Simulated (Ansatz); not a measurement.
Calculated with Ansatz (gas phase, PBE0-D4/def2-TZVP geometries, no zero-point term in ΔE). CCSD(T)/CBS is the MP2 limit (def2-TZVPP, def2-QZVPP) plus CCSD(T) − MP2 in def2-TZVPP, frozen cores. DFT in def2-TZVPP. B3LYP here is the variant with VWN-RPA as its local correlation; programs differ in this. def2 core potentials past Kr. For Te outer-core shells are correlated without core-valence functions, which leaves a few kJ/mol of doubt a bond. Each species was taken in one conformer, which may not be the lowest.

Reaction (formal exchange of groups at a Te–Si bond): `O[SiH](F)[TeH]` + `C1=NC1` → `[TeH]C1=NC1` + `O[SiH2]F`

| level | ΔE (eV) |
| --- | --- |
| LDA (SPW92) | 0.73 |
| revPBE | 0.67 |
| B3LYP | 0.65 |
| CAM-B3LYP | 0.68 |
| RPA@PBE/def2-TZVPP | 0.57 |
| HF/def2-TZVPP | 0.74 |
| CCSD(T)/def2-TZVPP | 0.65 |
| HF/CBS(def2) | 0.73 |

Task: What does CCSD(T)/CBS give? (Best estimate.)

Result: Computed: +0.71 eV. The listed levels differ from it by 0.02, -0.04, -0.06, -0.03, -0.14, 0.03, -0.06, 0.02 eV.

Largest T1 diagnostic among the species: 0.012.

From BLYP to BHLYP (50 % exact exchange), in def2-TZVPP and without D4, ΔE moves by +0.11 eV. Leaving LDA and LC-ωPBE aside and taking each functional with its dispersion term where it has one, the values, not all of them listed here, spread over 0.15 eV, from BLYP-D4 to r2SCAN0-D4. LDA lies +0.04 eV from PBE without D4. In def2-TZVPP, CCSD(T) changes the Hartree–Fock value by −0.08 eV (the triples alone add −0.03 eV) and MP2 by −0.10 eV.
